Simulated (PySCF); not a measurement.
**Converging AlI in the basis (CCSD(T))**

PySCF, RHF reference; singlet, unpaired electrons none; De to Al + I without counterpoise correction. Frozen cores follow the default of each basis and core potential.

```
     basis                           relativity  functions  Re (Å)  ωe (cm⁻¹)  De (eV)  frozen orbitals
  def2-SVP  scalar-relativistic core potentials         44   2.543        327     3.68                9
x2c-SVPall                        spin-free X2C         54   2.543        328     3.74               23
 def2-SVPD  scalar-relativistic core potentials         59   2.565        311     3.70                9
def2-TZVPP  scalar-relativistic core potentials         92   2.545        320     3.87                9
```

Task: How does each smaller set differ from the one with most functions, def2-TZVPP?

Result: def2-SVP: -0.2 pm, +2.2 % in ωe, -0.19 eV in De; x2c-SVPall: -0.2 pm, +2.5 % in ωe, -0.13 eV in De; def2-SVPD: +2.0 pm, -2.8 % in ωe, -0.17 eV in De. All at CCSD(T); the set with most functions is neither the basis-set limit nor always the best. The rows treat relativity differently, so the differences are not basis effects alone.

Measured (Huber and Herzberg, Constants of Diatomic Molecules (1979)): Re = 2.537102 Å, ωe = 316.1 cm⁻¹. Correlated steps freeze the inner cores (9 to 23 orbitals); shallow outer-core shells are correlated. Correlated levels converge slowly with the basis: in double zeta they bind strong bonds too weakly, by up to about 1 eV, and carry superposition errors of some tenths. Spin–orbit coupling is left out, which matters for elements this heavy, above all for dissociation energies. Where the molecule has an RHF reference, its open-shell atoms are computed with UHF.
